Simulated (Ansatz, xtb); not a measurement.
Isomers of C4H4BrF3 in order of energy

3 gas-phase structures of C4H4BrF3, from a drawn sample of its isomers (lower ones may exist). Each was relaxed with GFN2-xTB:

A. `FC(F)(F)C1(Br)CC1`, a singlet
B. `FC(F)(F)[C@@H]1C[C@@H]1Br`, a singlet
C. `FC(F)(F)[C@@H]1C[C@H]1Br`, a singlet

**Question.** Which do you expect lowest at r2SCAN-D4/def2-SVP, and how would the others follow?

**Answer.** Calculated order at r2SCAN-D4/def2-SVP: C (0.000), A (0.062), B (0.108) eV.

Energies above the lowest of each column, in eV; the last columns are at B3LYP/def2-SVP geometries:

```csv
structure,GFN2-xTB,HF/STO-3G,r2SCAN-D4/def2-SVP,B3LYP/def2-SVP,CCSD(T)/def2-SVP + ΔMP2/def2-TZVPP
C,0.000,0.000,0.000,0.000,0.000
A,0.101,0.064,0.062,0.116,0.062
B,0.107,0.061,0.108,0.123,0.124
```

Every level run on C puts it lowest or level with the lowest. ΔMP2 is the change of the MP2 energy from the smaller to the larger basis.

Programs: Ansatz 0.2.0, xtb 6.7.1.
